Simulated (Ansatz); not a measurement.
Compare A (`O=[C]([SiH3])[SnH3]`) with its isomer B (`O[SiH]1[CH2][SnH2]1`).

Calculated with Ansatz (gas phase, PBE0-D4/def2-TZVP geometries, no zero-point term in ΔE). CCSD(T)/CBS adds triple-zeta CCSD(T) − MP2 to the extrapolated MP2 energy (def2 sets, frozen cores). Functionals use def2-TZVPP. B3LYP here is the variant with VWN-RPA as its local correlation; programs differ in this. Elements past krypton have def2 core potentials. For Sn outer-core shells are correlated without core-valence functions, which leaves a few kJ/mol of doubt a bond. Each species was taken in one conformer, which may not be the lowest.

A:

Z-matrix (Å, degrees):
```
Si
C 1 1.931
H 1 1.487 2 106.3
H 1 1.484 2 112.5 3 -122.2
H 1 1.487 2 106.3 3 115.6
Sn 2 2.249 1 118.8 3 -57.3
O 2 1.201 1 123.4 3 122.7
H 6 1.706 2 108.1 1 119.3
H 6 1.706 2 108.1 1 -121.9
H 6 1.712 2 111.6 1 -1.2
```

B:

```xyz
10

O    -0.104    2.099   -0.959
Si    0.157    0.996    0.226
C    -1.065   -0.351    0.389
Sn    0.897   -1.336   -0.196
H     0.649    2.598   -1.280
H     0.662    1.601    1.485
H    -1.782   -0.472   -0.422
H    -1.499   -0.568    1.361
H     1.465   -2.370    1.033
H     0.619   -2.198   -1.637
```

Question: Which is lower in electronic energy at CCSD(T)/CBS, and by how much? (Estimate.)

Answer: Computed: B, by 186.1 kJ/mol.

Question: Give E(B) − E(A) in kJ/mol with CCSD(T)/def2-TZVPP, r2SCAN-D4, MP2/def2-TZVPP, ωB97M-V, PBE0-D4, B3LYP, PBE-D4. (An estimate is asked.)

Answer: Computed: CCSD(T)/def2-TZVPP -170.8, r2SCAN-D4 -179.4, MP2/def2-TZVPP -195.7, ωB97M-V -173.5, PBE0-D4 -182.1, B3LYP -155.1, PBE-D4 -166.8. None reverses the order clearly.

Largest T1 diagnostic: 0.016.

From PBE to PBE0 (25 % exact exchange), in def2-TZVPP and without D4, E(B) − E(A) moves by −15.5 kJ/mol. In def2-TZVPP, CCSD(T) changes the Hartree–Fock value by −30.0 kJ/mol (the triples alone add −0.2 kJ/mol) and MP2 by −54.8 kJ/mol.
